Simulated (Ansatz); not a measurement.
Consider the formal exchange of groups at a C–Si bond: `O[Si@@H](F)[C@@H]1CO1` + `C=O` → `O=CC1CO1` + `O[SiH2]F`.

Calculated with Ansatz (gas phase, PBE0-D4/def2-TZVP geometries, no zero-point term in ΔE). CCSD(T)/CBS adds triple-zeta CCSD(T) − MP2 to the extrapolated MP2 energy (def2 sets, frozen cores). This one scheme is used for every species. DFT in def2-TZVPP. B3LYP here is the variant with VWN-RPA as its local correlation; programs differ in this. One conformer a species, not always the lowest.

`O[Si@@H](F)[C@@H]1CO1`:

Cartesian coordinates in Å:
```
O -1.447 -0.676 1.196
Si -1.301 0.356 -0.053
F -1.888 1.798 0.292
C 0.526 0.554 -0.384
C 1.393 -0.631 -0.368
O 1.335 0.209 0.763
H -0.719 -0.643 1.826
H -2.091 -0.167 -1.184
H 0.903 1.418 -0.929
H 2.330 -0.599 -0.919
H 0.959 -1.620 -0.240
```

`C=O`:

Cartesian coordinates in Å:
```
C 0.001 0.005 -0.001
O -0.249 -1.141 0.230
H 0.925 0.309 -0.532
H -0.678 0.827 0.303
```

`O=CC1CO1`:

Cartesian coordinates in Å:
```
O -2.101 0.887 -0.749
C -1.326 0.283 -0.062
C 0.007 -0.177 -0.526
C 1.140 -0.043 0.399
O 0.533 -1.291 0.180
H -1.547 0.021 0.996
H 0.182 -0.155 -1.598
H 2.132 0.087 -0.024
H 0.980 0.389 1.385
```

`O[SiH2]F`:

Z-matrix (Å, degrees):
```
Si
F 1 1.596
O 1 1.630 2 111.0
H 1 1.482 2 106.0 3 121.4
H 1 1.474 2 108.2 3 -116.3
H 3 0.958 1 119.1 2 71.8
```

**Question.** Is it downhill or uphill in electronic energy at CCSD(T)/CBS, and by how much? (Estimate.)

**Answer.** Computed: Nearly level: ΔE = 0.00 eV.

**Question.** What do these levels give: r2SCAN, PBE0, B3LYP, SCS-MP2/def2-TZVPP, CCSD/def2-TZVPP, CCSD(T)/def2-TZVPP? (Best estimate.)

**Answer.** Computed: r2SCAN -0.07, PBE0 -0.08, B3LYP -0.09, SCS-MP2/def2-TZVPP -0.03, CCSD/def2-TZVPP -0.01, CCSD(T)/def2-TZVPP -0.01 eV.

Largest T1 diagnostic among the species: 0.015.

In def2-TZVPP, CCSD(T) changes the Hartree–Fock value by +0.12 eV (the triples alone add +0.01 eV) and MP2 by +0.11 eV. The D4 term adds +0.07 eV with B3LYP and +0.04 eV with PBE0; it sums over pairs of atoms, weighted by their polarisabilities, and B3LYP, whose exchange is more repulsive, gets the larger term.
